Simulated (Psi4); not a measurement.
C2H6AlCl (SMILES [CH3][Al]([CH3])[Cl]), singlet, geometry from GFN2-xTB (such geometries of metal compounds can be far from the true shape), atoms displaced at random by about 0.05 Å a coordinate. Base run: Psi4 with B3LYP/STO-3G.

Psi4 was given this input:
```
memory 2 GB

molecule {
0 1
  Al    0.17912572   -0.28672997    0.22640129
  C     2.04729374   -0.59207547   -0.36217712
  H     2.54018862   -1.36653372    0.21436905
  H     2.69109655    0.24658691   -0.38028768
  H     2.13623905   -0.97136967   -1.45619013
  C    -0.57354638   -1.09573925    1.86981518
  H    -1.47141694   -1.67321967    1.63346296
  H    -1.14908295   -0.16140416    2.55180393
  H    -0.02812900   -1.52254533    2.41809007
  Cl   -0.97960197    1.04568388   -0.87523611
}

set basis sto-3g

optimize('b3lyp')
print_variables()
```

The base run was repeated with changes; each row names its change, and settings that it needs were set with it.

```csv
change,ΔE vs base (kJ/mol),optimiser steps,core-seconds (rough)
base,0.00,10,40
hess_update = none,0.00,16,40
g_convergence = gau_loose,0.00,9,20
opt_coordinates = cartesian,0.00,23,60
hess_update = powell,-0.01,16,40
g_convergence = nwchem_loose,0.00,9,20
g_convergence = turbomole,-0.01,23,60
```
